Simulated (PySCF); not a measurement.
Geometry (Å), atoms numbered from 1 in this order:
```xyz
15

O     1.765    1.883   -0.306
C     2.357    0.834   -0.308
Si    1.479   -0.867   -0.452
P    -0.534   -0.406   -1.214
Si   -0.920    1.713   -0.542
Si   -1.830   -1.598    0.147
H     3.463    0.846   -0.228
H     2.244   -1.643   -1.430
H     1.630   -1.484    0.871
H    -2.390    1.768   -0.623
H    -0.376    2.615   -1.545
H    -0.565    1.960    0.852
H    -1.744   -1.184    1.550
H    -3.201   -1.441   -0.331
H    -1.385   -2.987    0.031
```

PySCF 2.14 calculation with GIAO PBE0/pcSseg-1 shieldings and GFN2-xTB geometry; a single conformation, no relativistic terms, gas phase, equivalent nuclei averaged.

Referencing at the same level of theory: TMS for 13C (σref 186.93), 1H (σref 31.72), 29Si (σref 349.16); 17O (σref 336.08) against H2O; 31P (σref 318.38) vs H3PO4.

```tsv
atoms	nucleus	count	Hirshfeld charge	δ (ppm)
Si3	29Si	1	0.27	-54.0
H7	1H	1	0.04	12.20
O1	17O	1	-0.15	890.9
H8/H9	1H	2	-0.07	?
H10/H11/H12/H13/H14/H15	1H	6	-0.08	?
Si5/Si6	29Si	2	0.25	-78.3
P4	31P	1	-0.12	-398.7
C2	13C	1	0.06	246.9
```

Complete the table.

## Answers


- H8/H9: 4.64 ppm, hydrogen on a silicon bonded to C, P
- H10/H11/H12/H13/H14/H15: 4.31 ppm, hydrogen on a silicon bonded to P

Shifts are as computed. Against solution values, carbons near 30 ppm lie about +3 ppm off and those near 130 ppm about +5 ppm. Of 1211 compounds with measured shifts, 218 miss one by over three times the rms of a fit or turn the order of signals round; such compounds aren't used in these exercises. Unscaled 17O shifts of doubly bonded oxygen tend to come out too high, by tens of ppm or more. Experimental scales use liquid or dissolved standards, which lie at an offset from isolated H2O (liquid H2O: subtract about 36 ppm) and H3PO4.
